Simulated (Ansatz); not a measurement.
Reaction (ligand exchange at the Si–N bond): `O[Si](O)(F)N[SiH2]Cl` + `S[SiH2]Cl` → `Cl[SiH2]S[SiH2]Cl` + `N[Si](O)(O)F`

Program: Ansatz. Geometries: PBE0-D4/def2-TZVP. ΔE: electronic, gas phase. CBS: MP2 limit from def2 TZ/QZ plus the TZ coupled-cluster correction, frozen cores. Functionals use def2-TZVPP. One conformer a species, not always the lowest.

| level | ΔE (eV) |
| --- | --- |
| r2SCAN | 0.02 |
| HF/def2-TZVPP | 0.19 |

Question: What does CCSD(T)/CBS give? (Estimate.)

Answer: Computed: +0.02 eV. The listed levels differ from it by 0.00, 0.17 eV.

Largest T1 diagnostic among the species: 0.011.

In def2-TZVPP, CCSD(T) changes the Hartree–Fock value by −0.11 eV (the triples alone add −0.03 eV) and MP2 by −0.17 eV. The D4 term adds −0.05 eV with B3LYP and −0.02 eV with PBE0; it sums over pairs of atoms, weighted by their polarisabilities, and B3LYP, whose exchange is more repulsive, gets the larger term.

B3LYP here is the variant with VWN-RPA as its local correlation; programs differ in this.
